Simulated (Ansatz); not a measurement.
A nudged elastic band was laid between two geometries of Cl$_{3}$H$_{3}$OSZr (9 atoms, charge 0, multiplicity 1).

Level of theory: RKS BLYP/def2-SVP in Ansatz 0.2.0.

* movable images: 1
* climbing image: yes
* spring: 5.0 eV/Å²
* optimiser: quadratic models (default)
* start path: through a guess of the saddle point
* force threshold: 0.05 eV/Å
* iteration limit: 60
* end points: relaxed

First end point:

```xyz
9
Properties=species:S:1:pos:R:3
Zr -0.158 -0.131 0.014
Cl -0.646 0.041 2.355
Cl 2.077 0.448 -0.637
O -1.117 1.372 -0.661
H -1.609 2.133 -1.008
Cl -1.253 -1.911 -1.162
S 1.438 -2.589 0.921
H 0.516 -3.203 1.717
H 2.103 -2.073 1.994
```

Last end point:

```xyz
9
Properties=species:S:1:pos:R:3
Zr 0.236 -0.720 -0.738
Cl 1.049 0.518 3.094
Cl 2.257 0.432 -1.174
O -1.176 0.366 -0.058
H -1.740 1.071 0.301
Cl -0.549 -1.758 -2.723
S 0.748 -2.500 0.950
H -0.560 -2.638 1.328
H 1.086 -0.685 2.554
```

Q: What changes between the two ends?

A: Bonds broken: Zr1–Cl2, S7–H9. Bonds formed: Cl2–H9. Cl3H3OSZr becomes Cl2H2OSZr + ClH.

Q: Give the energies along the band, and the barrier.

A: The forces met the threshold. The highest image is number 1 of 0 to 2, 22.2 kcal/mol above the first end and 2.2 kcal/mol above the last; the last end lies 20.0 kcal/mol above the first. Another band between the same ends (7 images) ends at a top of the same energy, where a vibrational analysis finds 1 clearly imaginary mode. So few images can step over the top or miss a turn of the path. The orbitals stay closed-shell, which can raise the energy where a bond breaks towards radicals; this wasn't checked here.

```
image  path coordinate (Å)  energy (kcal/mol)  Zr1–Cl2 (Å)  S7–H9 (Å)  Cl2–H9 (Å)
    0                 0.00                0.0         2.40       1.36        3.49
    1                 3.86               22.2         2.89       1.86        1.45
    2                 5.25               20.0         4.11       2.45        1.32
```

Q: What is the geometry of the highest image?

A: 
```xyz
9
Properties=species:S:1:pos:R:3:forces:R:3
Zr 0.405 -0.478 -0.292 -0.02 0.01 0.01
Cl 1.073 0.355 2.397 0.00 0.01 0.00
Cl 2.258 0.836 -0.991 0.00 0.00 0.00
O -1.260 0.424 -0.053 0.03 0.00 -0.02
H -1.980 1.070 -0.140 -0.01 -0.01 0.01
Cl -0.023 -1.689 -2.291 0.00 0.00 0.00
S 0.668 -2.610 1.237 0.00 0.00 0.00
H -0.682 -2.741 1.401 0.00 0.00 0.00
H 0.891 -1.081 2.265 0.00 -0.01 0.00
```

The band took 26 iterations and roughly 4 core-minutes.

Run time: 58 s on 4 threads of Arm Neoverse V1, with other jobs on the host, peak memory 0.21 GiB.
